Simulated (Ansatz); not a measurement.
Coupled-cluster diagnostics for B8⁺, Ansatz.

Geometry of the doublet (PBE-D4/def2-SVP):

```tsv
atom	x (Å)	y (Å)	z (Å)
B1	1.437	-2.317	0.808
B2	0.240	-1.414	0.291
B3	-0.240	1.414	-0.291
B4	-1.876	0.843	-0.724
B5	1.877	-0.843	0.723
B6	-1.437	2.317	-0.808
B7	0.806	0.241	0.219
B8	-0.806	-0.241	-0.219
```

Correlated methods freeze 8 core orbitals. In CCSD on the charge 1 doublet the largest single amplitude is 0.31, so its Hartree–Fock determinant may place the open shell otherwise than the density functionals do. Another isomer (doublet) lies 1.48 eV lower at PBE0-D4/def2-TZVP; other spin states weren't run for this one.

**Question.** Estimate the CCSD(T) correlation energy, the shares of MP2 and (T), T1 and the reference's ⟨S²⟩ for: charge 1, doublet, own geometry in def2-SVP; and the rough time on 4 threads of Intel Xeon Platinum 8488C on a shared host.

**Answer.** 
```tsv
state	basis	correlation (eV)	MP2 share (%)	(T) share (%)	T1	⟨S²⟩ (pure)	wall time	remarks
charge 1, doublet, own geometry	def2-SVP	-18.834	85.6	7.8	0.068	1.47 (0.75)	17 s	large T1 (0.068), spin-contaminated (⟨S²⟩ 1.47)
```
Customary marks for T1 are 0.02 (closed shells), 0.045 (open shells) and about 0.05 (3d metals). T1 exceeds 0.02 in 1 of 1 rows and 0.045 in 1; the higher it lies, the less the single-reference result can be trusted.
